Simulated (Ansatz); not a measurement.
System: HBOBr, charge 0, doublet. HBOBr (SMILES O[B]Br, doublet).
B3LYP-D3(BJ)/def2-TZVP minimum from Ansatz (an electronic-structure program):
```xyz
4

B      0.0282    -1.0833     0.5990
Br    -0.3080     0.5106    -0.4185
O      1.1765    -1.2908     1.2420
H      1.2258    -2.1281     1.7177
```
Charge 0, spin multiplicity 2.

Total energies in cc-pVDZ, 17 correlated electrons, 16 frozen orbitals. Open shells are spin-unrestricted; no spin-orbit coupling. Correlated methods leave the cores frozen (noble-gas shells, and filled d and f shells in the p block). No relativity. Spin-orbit terms, left out, reach several kcal/mol for Br and I, and more for heavier atoms.

```csv
method,program,energy (Eh),minus CCSDT(Q) (mEh)
HF,Ansatz,-2672.55198,393.85
MP2,Ansatz,-2672.91392,31.91
CCSD,Ansatz,-2672.93419,11.64
CCSD(T),Ansatz,-2672.94412,1.71
CCSDT(Q),Ansatz,-2672.94583,0.00
```

Rough core times of Ansatz's runs on a shared machine: CCSD(T) under 20 s, CCSDT(Q) 2 min.
